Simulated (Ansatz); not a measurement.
Basis-set extrapolation for `[SiH3]CN[SiH2]Cl` (PBE0-D4/def2-TZVP geometry, frozen core, Ansatz 0.2.0). Multiplicity 1, RHF reference.

```
                       def2-TZVPP    def2-QZVPP
                 HF  -1134.485005  -1134.520964
    MP2 correlation     -0.825936     -0.890638
CCSD(T) correlation     -0.928581       not run
```

Energies in hartree. Use E(X) = E(∞) + A·exp(−7.88·√X) for Hartree–Fock and E(X) = E(∞) + B·X^(−2.97) for correlation, with X = 3 and 4, and add CCSD(T) minus MP2 of the smaller set to the MP2 limit.

What is the CCSD(T) energy at the basis-set limit?

HF limit: -1134.520964 + (-0.035959) × 0.13774 = -1134.52592. MP2 limit: -0.890638 + (-0.064702) × 0.74074 = -0.93857. Higher-order term: -0.928581 − (-0.825936) = -0.10264. Total: -1135.56713 hartree, 4.18 eV below CCSD(T)/def2-TZVPP.
